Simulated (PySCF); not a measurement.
These compounds are isomers of formula C7H8N2.

A. SMILES C#C[C@@H](C#N)C1CNC1
B. SMILES n1cccc(/C=N/C)c1
C. SMILES [H]/N=C\Cc1ccccn1

Spectrum 1. ¹H NMR (400 MHz, computed): δ 10.69 (br s, 1H), 8.95 (d, 1H), 7.94 (m, 1H), 7.83 (t, 1H), 7.36 (d, 1H), 7.30 (m, 1H), 3.61 (d, 2H). ¹³C{¹H} NMR (computed): δ 174.9 (CH), 161.9 (C), 155.9 (CH), 142.9 (CH), 128.7 (CH), 126.3 (CH), 59.5 (CH2).

Spectrum 2. ¹H NMR (400 MHz, computed): δ 4.07 (m, 1H), 4.05 (m, 1H), 3.80 (m, 1H), 3.44 (m, 1H), 3.41 (m, 1H), 2.62 (m, 1H), 1.64 (d, 1H), 0.46 (br s, 1H). ¹³C{¹H} NMR (computed): δ 122.0 (C), 82.5 (C), 78.9 (CH), 53.2 (CH2), 53.2 (CH2), 40.8 (CH), 26.5 (CH).

Spectrum 3. ¹H NMR (400 MHz, computed): δ 8.96 (d, 1H), 8.95 (d, 1H), 8.90 (s, 1H), 8.39 (s, 1H), 7.52 (m, 1H), 3.97 (s, 3H). ¹³C{¹H} NMR (computed): δ 162.6 (CH), 157.8 (CH), 157.6 (CH), 140.7 (CH), 136.5 (C), 128.7 (CH), 52.0 (CH3).

PySCF 2.14 calculation with shielding tensors at PBE0/pcSseg-1 (GIAO) and geometry from GFN2-xTB; a single conformation, relativity neglected, one averaged value for each set of equivalent atoms, gas phase.

Shifts are taken against calculated references (same method and geometry level): TMS for ¹H (σref 31.72), ¹³C (σref 186.93). Where no couplings were computed, multiplicities follow the n + 1 count of equivalent neighbours, and m marks all less simple cases (inequivalent or close neighbours, rings, F or P nearby). Shifts are as computed. Against solution values, carbons near 30 ppm lie about +3 ppm off and those near 130 ppm about +5 ppm. Of 1211 compounds with measured shifts, 218 miss one by over three times the rms of a fit or turn the order of signals round; such compounds aren't used in these exercises. OH and NH positions are gas-phase values without hydrogen bonding to other molecules.

Which spectrum belongs to which compound?

Answers

1–C, 2–A, 3–B.

- Spectrum 1 (C): 7 ¹³C signals; δC 155.9 is an aromatic CH next to a ring nitrogen; δC 128.7 is an aromatic CH.
- Spectrum 2 (A): 7 ¹³C signals; δC 122.0 is a nitrile carbon; δC 82.5 is an alkyne carbon.
- Spectrum 3 (B): 7 ¹³C signals; δC 157.8 is an aromatic CH next to a ring nitrogen; δC 157.6 is an aromatic CH next to a ring nitrogen.
